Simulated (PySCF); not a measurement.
**Polarisability and C₆ of Cu+ (copper, charge +1)**

[Ar] 3d10, closed-shell 1S. All numbers are calculated (PySCF 2.14, the non-relativistic Hamiltonian (point nucleus), in def2-QZVPPD (11s6p5d4f2g, 100 functions)). Coupled (time-dependent) response in atomic units; α is the mean over directions.

| method | mean α (bohr³) | C₆ (like pair) | S(−4) |
| --- | --- | --- | --- |
| UHF | 5.087 | 16.23 | 16.62 |
| PBE | 7.762 | 26.04 | 55.52 |
| PBE0 | 6.779 | 22.43 | 37.41 |
| BHandHLYP | 6.062 | 19.76 | 27.53 |

S(−4) is the Cauchy moment in α(ω) = α(0) + S(−4) ω² + …

α(iu) at PBE0:

```
u (hartree)  α(iu) (bohr³)
          0          6.779
     0.0500          6.687
      0.100          6.436
      0.200          5.678
      0.300          4.900
      0.500          3.746
      0.750          2.863
       1.00          2.289
       1.50          1.584
       2.00          1.177
       3.00         0.7374
       5.00         0.3758
```

A single London oscillator, α(iu) = α/(1 + u²/ω²), gives C₆ = (3/4) ω α². Matching the computed C₆ needs ω = 4 × 22.43 / (3 × 6.779²) = 0.651 hartree.

For an ion, C₆ is the dispersion term alone; charge-induced terms of lower order in 1/R come first.
